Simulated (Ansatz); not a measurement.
`[OH][Ga]([SH])[O][SiH3]` + `O=CCO` → `O=CC(O)[SiH3]` + `[OH][Ga]([OH])[SH]`  (formal exchange of groups at the Si–O bond)

Gas-phase electronic energies from Ansatz, PBE0-D4/def2-TZVP geometries. CBS: MP2 limit from def2 TZ/QZ plus the TZ coupled-cluster correction, frozen cores. Functionals use def2-TZVPP. B3LYP here is the variant with VWN-RPA as its local correlation; programs differ in this. For Ga outer-core shells are correlated without core-valence functions, which leaves a few kJ/mol of doubt a bond. Scalar relativity is left out up to krypton. Each species was taken in one conformer, which may not be the lowest.

(1) Is it downhill or uphill in electronic energy at CCSD(T)/CBS, and by how much? (Estimate.)

(2) What do these levels give: PBE-D4, PBE0-D4, B2PLYP, PBE, r2SCAN, B3LYP, HF/def2-TZVPP, MP2/def2-TZVPP, CCSD(T)/def2-TZVPP, HF/def2-QZVPP, SCS-MP2/def2-QZVPP, CCSD/CBS(def2)? (Estimate.)

Largest T1 diagnostic among the species: 0.015.

Answers

(1) The calculation gave: Uphill: ΔE = +109.6 kJ/mol.

(2) Ansatz gave: PBE-D4 89.4, PBE0-D4 100.0, B2PLYP 112.3, PBE 90.0, r2SCAN 103.3, B3LYP 110.3, HF/def2-TZVPP 139.8, MP2/def2-TZVPP 111.2, CCSD(T)/def2-TZVPP 111.2, HF/def2-QZVPP 141.4, SCS-MP2/def2-QZVPP 116.8, CCSD/CBS(def2) 114.2 kJ/mol.

From PBE to PBE0 (25 % exact exchange), in def2-TZVPP and without D4, ΔE moves by +10.4 kJ/mol. In def2-TZVPP, CCSD(T) changes the Hartree–Fock value by −28.6 kJ/mol (the triples alone add −4.6 kJ/mol) and MP2 by −28.6 kJ/mol.
